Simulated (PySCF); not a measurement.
The isolated species `[NH3+][GaH2-][F]` is ionised with synchrotron light (hν = 1050.0 eV). Calculated photoelectron kinetic energies of its computed core levels, recoil neglected:

```
line  kinetic energy (eV)
   1               642.35
   2               360.32
```

The calculation used delta-SCF UKS SCAN, pcX-2 on the ionised atom, pcseg-1 elsewhere, spin-free X2C in PySCF 2.14.0.

**Question.** Convert to binding energies and name the level and atom behind each line. Numbering: `[NH3+:1][GaH2-:2][F:3]`.

**Answer.** Against the vacuum level, binding energy = hν − kinetic energy.

```tsv
line	binding energy (eV)	level	atoms	environment
1	407.65	N 1s	N1	nitrogen bonded to Ga and 3 H
2	689.68	F 1s	F3	fluorine bonded to Ga
```

**Question.** Where does line 2 move with hν = 1000.0 eV?

**Answer.** To 1000.0 − 689.68 = 310.32 eV; every photoline shifts by the change in photon energy, -50.0 eV.

**Question.** Which photon wavelength matches the N 1s of N1 threshold?

**Answer.** λ = hc/E = 12398.42 eV Å / 407.65 eV = 30.414 Å.

Other core shells, valence and Auger electrons aren't listed. No level of gallium is listed. Geometry: PBE0-D3(BJ)/def2-SVP; no solvent, vibrations or thermal averaging.
